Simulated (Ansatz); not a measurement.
CH$_{6}$OSiZn. Charge 0, multiplicity 1. The bonds changed during the relaxation, so this is another structure than the one it started from. All single points use the PBE0-D4/def2-TZVP geometry. It is one conformer, not always the lowest.

```xyz
10

C     0.521   -0.676    1.117
O     0.054    0.497    0.492
Si   -1.050    0.460   -0.726
Zn    2.648    1.306   -1.495
H    -0.299   -1.239    1.578
H     1.039   -1.331    0.406
H     1.226   -0.389    1.899
H    -1.244    1.863   -1.157
H    -2.336   -0.123   -0.249
H    -0.561   -0.369   -1.864
```

**Question.** What is the dipole moment at PBE/def2-TZVPP? (Estimate.)

**Answer.** Ansatz gave: 1.13 D, with components (-0.12, -1.01, 0.49) D in this frame, pointing from negative to positive charge.

**Question.** And with r2SCAN, B3LYP, ωB97M-V? (Best estimate.)

**Answer.** Ansatz gave: r2SCAN 1.20 D, B3LYP 1.21 D, ωB97M-V 1.20 D.

**Question.** Give the Mulliken charges with PBE, B3LYP, r2SCAN in def2-TZVPP. (Best estimate.)

**Answer.** Ansatz gave: 
| atom | PBE | B3LYP | r2SCAN |
| --- | --- | --- | --- |
| C1 | -0.15 | -0.14 | -0.01 |
| O2 | -0.31 | -0.39 | -0.39 |
| Si3 | 0.34 | 0.41 | 0.42 |
| Zn4 | 0.00 | 0.00 | 0.00 |
| H5 | 0.11 | 0.11 | 0.07 |
| H6 | 0.10 | 0.10 | 0.06 |
| H7 | 0.11 | 0.11 | 0.07 |
| H8 | -0.05 | -0.06 | -0.06 |
| H9 | -0.07 | -0.08 | -0.09 |
| H10 | -0.06 | -0.07 | -0.08 |

B3LYP here is the variant with VWN-RPA as its local correlation; programs differ in this.
